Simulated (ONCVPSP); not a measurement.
## boron (B): ONCV pseudisation with PBE, scalar-relativistic reference atom.

boron (B), optimised norm-conserving Vanderbilt (ONCV), made with ONCVPSP 4.0.1 (PBE, scalar-relativistic). Core [He], reference 2s2 2p1. Waves: 2s: rc 1.70 bohr, ncon 4, nbas 8, qcut 3 1/bohr, local; 2p: rc 2.10 bohr, ncon 4, nbas 8, qcut 5.4 1/bohr, 2 projectors, debl 1.7 Ha. Local part: the s channel. Core correction: polynomial model core, fcfact 0.35.

All-electron outer shells of the reference configuration (PBE, scalar-relativistic, ld1.x):

```
shell  level (eV)  outermost node (bohr)  outermost maximum (bohr)
   1s     -180.59                      –                      0.21
   2s       -9.44                   0.46                      1.52
   2p       -3.61                      –                      1.57
```

Calculated quality:

| Property | Result |
| --- | --- |
| Cutoffs needed | 26 Ha and 57 Ha (the cutoffs (Ha) at which the residual kinetic energy of the hardest occupied pseudo-wave falls to 1 and 0.1 mHa per electron) |
| Ghost test | no bound ghost flagged; no localised positive-energy state flagged |
| Largest excitation error | +117 meV (all-electron minus pseudo) for 2s1 2p0, out of 4 test configurations |
| rms error of d²Exc/dni dnj | 2.37 mHa without and 1.91 mHa with the model core |

Generation and tests took about 2.3 s on one core of a shared server CPU.
